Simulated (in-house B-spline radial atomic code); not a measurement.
A fraction x of an electron is removed from 3d in neutral iron, starting from [Ar] 3d6 4s2 and keeping the highest spin. Computed with a radial B-spline atomic code at the basis-set limit: non-relativistic PBE, spin-polarised, spherical fractional occupations, point nucleus.

```csv
x,E(x) - E(0) (eV),3d down level (eV)
0,0.0000,-5.466
0.03,0.1690,-5.802
0.2,1.3215,-7.776
0.33,?,?
0.38,2.9185,-9.989
0.5,4.2092,-11.531
0.51,4.3251,-11.662
0.72,7.0680,-14.486
0.79,8.1160,-15.459
0.98,?,?
1,11.6762,-
```

(1) What belongs in the row x = 0.33?

(2) What belongs in the row x = 0.98?

(3) Check Janak's theorem between x = 0.03 and 0.2.

Results:

(1) An energy change of 2.4347 eV; 3d down at -9.362 eV.

(2) An energy change of 11.3098 eV; 3d down at -18.178 eV.

(3) The slope of the energy is 6.78 eV; the orbital levels give 6.79 eV (-ε of the emptying orbital, averaged over the two points).
